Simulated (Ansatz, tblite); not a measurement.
Removing and adding an electron: C₁₉H₁₅Br (relaxed from a model of trityl bromide, whose bonding it doesn't keep). Total charge 0; singlet. Geometry: r2SCAN-D4/def2-SVP. Ansatz, gas phase; energy differences of separate SCF runs; the oxidised species was run as a doublet alone; the reduced species was run as a doublet alone.

```xyz
35

Br    0.121   -1.073   -2.692
C     0.567   -3.621    1.980
C     1.318   -2.455    2.134
C     1.174   -1.396    1.229
C     0.274   -1.490    0.156
C     0.035   -0.309   -0.776
C     1.136    0.741   -0.689
C     2.448    0.431   -1.090
C     3.479    1.356   -0.935
C     3.223    2.612   -0.371
C     1.927    2.925    0.042
C     0.890    1.998   -0.115
C    -1.357    0.289   -0.619
C    -1.859    1.183   -1.581
C    -3.093    1.805   -1.403
C    -3.852    1.552   -0.254
C    -3.359    0.675    0.713
C    -2.120    0.048    0.534
C    -0.485   -2.667    0.018
C    -0.339   -3.721    0.917
H     0.685   -4.451    2.685
H     2.027   -2.362    2.962
H     1.761   -0.486    1.370
H     2.653   -0.546   -1.537
H     4.491    1.096   -1.262
H     4.031    3.340   -0.254
H     1.712    3.901    0.487
H    -0.117    2.256    0.221
H    -1.273    1.381   -2.483
H    -3.468    2.491   -2.169
H    -4.823    2.037   -0.116
H    -3.939    0.470    1.618
H    -1.744   -0.628    1.306
H    -1.190   -2.752   -0.814
H    -0.935   -4.629    0.786
```

The xTB rows come from tblite. Correlated methods freeze 28 core orbitals; core or outer-core shells of Br are correlated, in sets that lack core-valence functions. Single mean-field runs in def2-TZVP are fitted with def2-universal-jkfit. HOMO above LUMO, or a gap near zero within one spin, warns that the state may not be the lowest or that an electron is smeared out.

| level | −HOMO (eV) | vertical IE (eV) | −LUMO (eV) | vertical EA (eV) | HOMO–LUMO gap (eV) | IE − EA (eV) | remarks |
| --- | --- | --- | --- | --- | --- | --- | --- |
| GFN1-xTB | 11.48 | 13.56 | 7.87 | 5.76 | 3.61 | 7.80 | – |
| GFN2-xTB | 10.66 | 12.78 | 7.17 | 5.17 | 3.50 | 7.60 | – |
| PBE-D4/def2-TZVP | 6.04 | 7.97 | 2.38 | 0.55 | 3.66 | 7.42 | HOMO above zero (-1 doublet), gap within one spin near zero (+1 doublet) |
| PBE0-D4/def2-TZVP | 7.03 | 8.39 | 1.53 | 0.33 | 5.50 | 8.06 | HOMO above zero (-1 doublet) |
| B2PLYP/def2-TZVP | – | 8.45 | – | 0.12 | – | 8.34 | – |

Relaxing the reduced species (r2SCAN-D4/def2-SVP) changes its energy by -1.17 eV at PBE-D4/def2-TZVP, so the adiabatic electron affinity to this nearest minimum is 1.72 eV. On the way the bond Br1–C6 breaks. At PBE0-D4/def2-TZVP it is 1.65 eV.     A HOMO above zero means that the electron is unbound at that level or that self-interaction error raises the level; the energy of removing that electron tells which. Raw xTB energy differences between charge states are shifted by several eV; the methods need an empirical correction for them. Sets without diffuse functions give affinities that are too small.
